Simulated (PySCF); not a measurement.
First SCF of a structure search on triplet HCoO, at a hand-made bent geometry. PySCF input:

```python
from pyscf import gto, scf, dft
mol = gto.M(atom='''
Co     0.000000     0.000000     0.000000
O     -1.310600     0.000000     0.917700
H      1.171400     0.000000     0.820200''',
    basis={'Co': 'def2-TZVP', 'O': 'def2-TZVP', 'H': 'def2-TZVP'},
    charge=0, spin=2)
mf = dft.UKS(mol, xc='PBE0')
mf.grids.atom_grid = (50, 194)
aux = {'Co': 'def2-universal-JKFIT', 'O': 'def2-universal-JKFIT', 'H': 'def2-universal-JKFIT'}
mf = mf.density_fit(auxbasis=aux)
mf.conv_tol = 1e-08
mf.diis_space = 10
mf.max_cycle = 60
mf.init_guess = 'minao'
mf.verbose = 4
mf.kernel()
```

Excerpt of the output (cycles alone); where DIIS stalls, ADIIS, DIIS with a small level shift and a second-order solver take over in turn:

```
init E= -1457.3312202131
cycle= 1 E= -1442.19856506728  delta_E= 15.1  |g|= 5.66  |ddm|= 8.81
cycle= 2 E= -1415.64347880349  delta_E= 26.6  |g|= 11.4  |ddm|= 12.1
cycle= 3 E= -1448.03256619311  delta_E= -32.4  |g|= 6.83  |ddm|= 7.01
cycle= 4 E= -1445.55985898387  delta_E= 2.47  |g|= 6.39  |ddm|= 2.27
cycle= 5 E= -1451.39353195915  delta_E= -5.83  |g|= 5.52  |ddm|= 2.44
cycle= 6 E= -1452.88560970938  delta_E= -1.49  |g|= 4.54  |ddm|= 0.999
cycle= 7 E= -1454.81063475619  delta_E= -1.93  |g|= 3.79  |ddm|= 0.842
cycle= 8 E= -1456.00132975852  delta_E= -1.19  |g|= 3.17  |ddm|= 0.42
cycle= 9 E= -1455.27889070693  delta_E= 0.722  |g|= 3.56  |ddm|= 0.265
cycle= 10 E= -1455.34772545602  delta_E= -0.0688  |g|= 3.49  |ddm|= 0.281
cycle= 11 E= -1455.34983750875  delta_E= -0.00211  |g|= 3.52  |ddm|= 0.124
cycle= 12 E= -1453.3868988742  delta_E= 1.96  |g|= 4.17  |ddm|= 3.48
cycle= 13 E= -1457.55704713529  delta_E= -4.17  |g|= 1.68  |ddm|= 3.25
... 38 lines left out ...
cycle= 52 E= -1458.21095684748  delta_E= 4.34e-05  |g|= 0.00595  |ddm|= 0.00781
cycle= 53 E= -1458.21121999777  delta_E= -0.000263  |g|= 0.00507  |ddm|= 0.0472
cycle= 54 E= -1458.21137960482  delta_E= -0.00016  |g|= 0.00527  |ddm|= 0.0285
cycle= 55 E= -1458.21126784177  delta_E= 0.000112  |g|= 0.00573  |ddm|= 0.0243
cycle= 56 E= -1458.21137144178  delta_E= -0.000104  |g|= 0.00651  |ddm|= 0.0185
cycle= 57 E= -1458.2114538344  delta_E= -8.24e-05  |g|= 0.00635  |ddm|= 0.0189
cycle= 58 E= -1458.21135378195  delta_E= 0.0001  |g|= 0.00713  |ddm|= 0.0297
cycle= 59 E= -1458.21152130813  delta_E= -0.000168  |g|= 0.00908  |ddm|= 0.0366
cycle= 60 E= -1458.21134990249  delta_E= 0.000171  |g|= 0.0086  |ddm|= 0.0344
SCF not converged.
init E= -1457.3312202131
cycle= 1 E= -1442.19856506728  delta_E= 15.1  |g|= 5.66  |ddm|= 8.81
cycle= 2 E= -1415.64347880349  delta_E= 26.6  |g|= 11.4  |ddm|= 12.1
cycle= 3 E= -1453.33402728366  delta_E= -37.7  |g|= 4.43  |ddm|= 7.83
cycle= 4 E= -1457.22147983772  delta_E= -3.89  |g|= 1.68  |ddm|= 1.86
cycle= 5 E= -1456.49329807531  delta_E= 0.728  |g|= 2.17  |ddm|= 1.65
cycle= 6 E= -1457.44441076065  delta_E= -0.951  |g|= 1.98  |ddm|= 1.23
cycle= 7 E= -1457.76302320965  delta_E= -0.319  |g|= 1.37  |ddm|= 0.891
cycle= 8 E= -1458.08085865162  delta_E= -0.318  |g|= 0.625  |ddm|= 0.616
cycle= 9 E= -1458.06256921624  delta_E= 0.0183  |g|= 0.613  |ddm|= 0.526
cycle= 10 E= -1458.1722061315  delta_E= -0.11  |g|= 0.422  |ddm|= 0.31
cycle= 11 E= -1458.15560876575  delta_E= 0.0166  |g|= 0.533  |ddm|= 0.263
cycle= 12 E= -1458.19541919161  delta_E= -0.0398  |g|= 0.233  |ddm|= 0.18
cycle= 13 E= -1458.20572624748  delta_E= -0.0103  |g|= 0.146  |ddm|= 0.158
cycle= 14 E= -1458.20746600603  delta_E= -0.00174  |g|= 0.187  |ddm|= 0.113
cycle= 15 E= -1458.21189694109  delta_E= -0.00443  |g|= 0.111  |ddm|= 0.0822
cycle= 16 E= -1458.21046566417  delta_E= 0.00143  |g|= 0.124  |ddm|= 0.0738
cycle= 17 E= -1458.21433436752  delta_E= -0.00387  |g|= 0.0616  |ddm|= 0.0604
cycle= 18 E= -1458.2145327281  delta_E= -0.000198  |g|= 0.0666  |ddm|= 0.0505
cycle= 19 E= -1458.21486506142  delta_E= -0.000332  |g|= 0.0623  |ddm|= 0.0388
cycle= 20 E= -1458.21214983033  delta_E= 0.00272  |g|= 0.111  |ddm|= 0.0569
SCF not converged.
init E= -1458.21214983033
cycle= 1 E= -1458.16698434321  delta_E= 0.0452  |g|= 0.439  |ddm|= 0.17
cycle= 2 E= -1457.02615725934  delta_E= 1.14  |g|= 2.25  |ddm|= 0.731
cycle= 3 E= -1458.13324872591  delta_E= -1.11  |g|= 0.528  |ddm|= 0.443
cycle= 4 E= -1458.21454113744  delta_E= -0.0813  |g|= 0.0753  |ddm|= 0.163
cycle= 5 E= -1458.2160987043  delta_E= -0.00156  |g|= 0.0218  |ddm|= 0.0341
cycle= 6 E= -1458.21631958259  delta_E= -0.000221  |g|= 0.0137  |ddm|= 0.0159
cycle= 7 E= -1458.21652458926  delta_E= -0.000205  |g|= 0.0075  |ddm|= 0.0159
cycle= 8 E= -1458.21674133954  delta_E= -0.000217  |g|= 0.00458  |ddm|= 0.0205
cycle= 9 E= -1458.21704026  delta_E= -0.000299  |g|= 0.00422  |ddm|= 0.0338
cycle= 10 E= -1458.217182642  delta_E= -0.000142  |g|= 0.00319  |ddm|= 0.0184
cycle= 11 E= -1458.2174526912  delta_E= -0.00027  |g|= 0.00415  |ddm|= 0.0471
cycle= 12 E= -1458.21753702148  delta_E= -8.43e-05  |g|= 0.00244  |ddm|= 0.0191
cycle= 13 E= -1458.21759966629  delta_E= -6.26e-05  |g|= 0.00187  |ddm|= 0.0196
cycle= 14 E= -1458.21763211215  delta_E= -3.24e-05  |g|= 0.00129  |ddm|= 0.0136
cycle= 15 E= -1458.21765318056  delta_E= -2.11e-05  |g|= 0.0011  |ddm|= 0.0118
cycle= 16 E= -1458.2176634226  delta_E= -1.02e-05  |g|= 0.000856  |ddm|= 0.00725
cycle= 17 E= -1458.2176699827  delta_E= -6.56e-06  |g|= 0.000616  |ddm|= 0.006
cycle= 18 E= -1458.21767420816  delta_E= -4.23e-06  |g|= 0.000511  |ddm|= 0.00533
cycle= 19 E= -1458.21767643568  delta_E= -2.23e-06  |g|= 0.000338  |ddm|= 0.00363
cycle= 20 E= -1458.21767776856  delta_E= -1.33e-06  |g|= 0.000292  |ddm|= 0.00295
cycle= 21 E= -1458.21767848009  delta_E= -7.12e-07  |g|= 0.000237  |ddm|= 0.00242
cycle= 22 E= -1458.21767895014  delta_E= -4.7e-07  |g|= 0.000297  |ddm|= 0.00241
cycle= 23 E= -1458.21767908743  delta_E= -1.37e-07  |g|= 0.000153  |ddm|= 0.000855
cycle= 24 E= -1458.21767912776  delta_E= -4.03e-08  |g|= 5.15e-05  |ddm|= 0.000317
cycle= 25 E= -1458.21767916414  delta_E= -3.64e-08  |g|= 5.77e-05  |ddm|= 0.000485
cycle= 26 E= -1458.21767918783  delta_E= -2.37e-08  |g|= 4.37e-05  |ddm|= 0.000477
cycle= 27 E= -1458.21767919742  delta_E= -9.6e-09  |g|= 2.62e-05  |ddm|= 0.00024
Extra cycle  E= -1458.2176791999  delta_E= -2.48e-09  |g|= 5.25e-05  |ddm|= 8.96e-05
converged SCF energy = -1458.2176791999  <S^2> = 2.2523498  2S+1 = 3.1637634
```

No lower solution of this spin was found from smeared starts or by a stability analysis within the unrestricted form.

Other spin states or occupations of the open shell can lie lower.

The search for the lowest solution, 3 starts and the stability check together, took 16 s on 2 threads of a shared Arm Neoverse V2 host, with 82 basis functions; the process peaked at 0.35 GiB.
